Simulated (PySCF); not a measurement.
C6H13PS.
Numbering: `[CH3:1][CH2:2][P:3]1[CH2:4][CH2:5][S:6][CH2:7][CH2:8]1` (hydrogens: H9, H10, H11 on C1; H12, H13 on C2; H14, H15 on C4; H16, H17 on C5; H18, H19 on C7; H20, H21 on C8)

All values: PBE0/pcSseg-1 (PySCF, non-relativistic), on one gas-phase PBE0-D3(BJ)/def2-SVP geometry that isn't relaxed in the solvent. The solvent is an IEF-PCM continuum (Bondi radii, 1.10 Å for H, scaled by 1.2). Only the electrostatic response of the medium enters.

Gas phase at PBE0/pcSseg-1: HOMO -6.36 eV, LUMO 0.93 eV, dipole 1.52 D.

What does the continuum do to the energy, the frontier levels and the dipole at PBE0/pcSseg-1 in tetrahydrofuran and acetone?

```csv
solvent,ε,E(solvent) − E(gas) (kJ/mol),polarisation term (kJ/mol),distortion of the solute (kJ/mol),HOMO (eV),LUMO (eV),dipole (D)
tetrahydrofuran,7.426,-16.74,-18.87,2.13,-6.44,1.05,1.92
acetone,20.49,-19.50,-22.42,2.92,-6.46,1.06,1.99
```

Polarisation term: ½ Σ q·V over the induced surface charges. Distortion: the rise of the solute's own energy as its density leaves the gas-phase optimum. From tetrahydrofuran to acetone the lowering changes by a factor 1.16, Onsager's factor (ε − 1)/(2ε + 1) by 1.15 and ε itself by 2.8.

Which radius a makes the point-dipole formula ΔE = −[(ε − 1)/(2ε + 1)]·μ²/a³ give the value in acetone, with the gas-phase dipole?

μ = 0.596 au and |ΔE| = 0.00743 Eh give a = 1.49 Å; the farthest nucleus lies 3.93 Å from the centroid of the nuclei, so such a sphere wouldn't even hold the nuclei. The formula assumes a rigid point dipole at the centre of a sphere.

Which Hirshfeld charges (PBE0/pcSseg-1) respond most in acetone (means over atoms taken as equivalent)?

```tsv
atoms	environment	gas (e)	solvent (e)	change
S6	sulfide sulfur	-0.017	-0.051	-0.034
P3	phosphine phosphorus	+0.138	+0.115	-0.023
H14/H15/H20/H21	methylene hydrogen	+0.036	+0.041	+0.005
H12/H13	methylene hydrogen	+0.037	+0.041	+0.004
H16/H17/H18/H19	methylene hydrogen	+0.041	+0.045	+0.004
C4/C8	sp3 carbon bound to phosphorus	-0.121	-0.118	+0.003
```

Which Mayer bond orders change most in acetone?

| bond | length (Å) | gas | solvent | change |
| --- | --- | --- | --- | --- |
| C5–S6 | 1.816 | 1.010 | 0.992 | -0.018 |
| S6–C7 | 1.816 | 1.011 | 0.993 | -0.018 |
| C2–P3 | 1.857 | 0.955 | 0.962 | +0.007 |
| C5–H17 | 1.101 | 0.943 | 0.938 | -0.005 |
| C7–H19 | 1.101 | 0.943 | 0.938 | -0.005 |
| P3–C4 | 1.861 | 0.944 | 0.948 | +0.004 |
| C4–C5 | 1.523 | 1.010 | 1.014 | +0.004 |
| C7–C8 | 1.523 | 1.012 | 1.016 | +0.004 |
